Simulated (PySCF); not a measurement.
An equivalent PySCF input for I⁺ (iodine, charge +1), [Kr] 4d10 5s2 5p4, high-spin 3P determinant, with the spin-free X2C one-electron Hamiltonian (Gaussian nucleus):

```python
from pyscf import gto, scf, dft, mp, cc
import basis_set_exchange as bse
mol = gto.M(atom="I 0 0 0", charge=1, spin=2, symmetry="D2h",
            basis=gto.basis.parse(bse.get_basis("x2c-SVPall", elements=["I"], fmt="nwchem", header=False)),
            nucmod="G")
mf = dft.UKS(mol, xc="TPSS").sfx2c1e()
mf.irrep_nelec = {'Ag': (9, 9), 'B1g': (2, 2), 'B2g': (2, 2), 'B3g': (2, 2), 'B1u': (4, 3), 'B2u': (4, 4), 'B3u': (4, 3)}
mf.kernel()
```

It reaches the same state as the run whose output follows, with an energy that differs only through the grid. The run itself started from symmetry-adapted Hartree-Fock orbitals and held the occupation by maximum overlap, on a logarithmic radial grid, so the iterations belong to that start.

```
SCF conv_tol = 1e-09
number electrons alpha = 27  beta = 25
XC functionals = TPSS
    J. Tao, J. P. Perdew, V. N. Staroverov, and G. E. Scuseria.,  Phys. Rev. Lett. 91, 146401 (2003)
    J. P. Perdew, J. Tao, V. N. Staroverov, and G. E. Scuseria.,  J. Chem. Phys. 120, 6898 (2004)
    J. Tao, J. P. Perdew, V. N. Staroverov, and G. E. Scuseria.,  Phys. Rev. Lett. 91, 146401 (2003)
    J. P. Perdew, J. Tao, V. N. Staroverov, and G. E. Scuseria.,  J. Chem. Phys. 120, 6898 (2004)
cycle= 1 E= -7114.09175173013  delta_E= -0.00431  |g|= 0.00823  |ddm|= 0.289
cycle= 2 E= -7114.09179437436  delta_E= -4.26e-05  |g|= 0.00416  |ddm|= 0.0391
cycle= 3 E= -7114.09180318627  delta_E= -8.81e-06  |g|= 0.000341  |ddm|= 0.0113
cycle= 4 E= -7114.09180321563  delta_E= -2.94e-08  |g|= 7.66e-06  |ddm|= 0.000344
cycle= 5 E= -7114.09180321568  delta_E= -5.18e-11  |g|= 3.38e-07  |ddm|= 2.73e-05
converged SCF energy = -7114.09180321568  <S^2> = 2.0015506  2S+1 = 3.0010336
```
